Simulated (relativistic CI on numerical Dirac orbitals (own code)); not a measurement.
**Co+ in a cubic cluster: 3s photoemission with charge transfer**

Computed with a charge-transfer multiplet model of a cubic metal-ligand cluster with up to 2 ligand holes, Slater and spin-orbit integrals from Dirac-Coulomb-Breit ions, Slater integrals scaled by 0.8. The ground state mixes d8 with configurations of k ligand holes L, whose averages lie at kΔ + k(k − 1)U_dd/2; a core hole lowers each added d electron by U_cd. 300 K, Lorentzian 1.4 eV and Gaussian 0.8 eV FWHM.

Atomic integrals in eV (Slater integrals scaled, ζ unscaled), ground: F2dd 8.285, F4dd 5.103, zeta_d 0.056; with the core hole: F2dd 9.362, F4dd 5.816, zeta_d 0.065, G2cd 9.747.

Cluster parameters (eV): U_dd = 7.1, U_cd = 9.1, 10Dq = 0.35, 10Dq(ligand) = 1.4, V(eg) = 1.45, V(t2g) = -0.62, final-state hopping factor = 1.

Weights, n_d and S are thermal averages at 300 K. Binding energies count from the first peak over 30 % of the highest in each spectrum, which can be another peak from case to case. The parameters are a model scan and need not match a compound or its usual spin state. Peaks in eV (height, largest 100): 0.0 (100), 4.1 (75), 8.1 (37), 9.9 (29).

Task: Which parameters give this spectrum?
A. Δ = 7.2 eV
B. Δ = 5.2 eV
C. Δ = 8.2 eV
D. Δ = 3.2 eV
E. Δ = 6.2 eV

Result: A. Δ = 7.2 eV; the ground state then has 8.06 d electrons and S = 1.00. The choice follows from running the model for each set and comparing peak positions and heights. Without intra-shell correlation the exchange splitting of the 3s hole comes out too large.
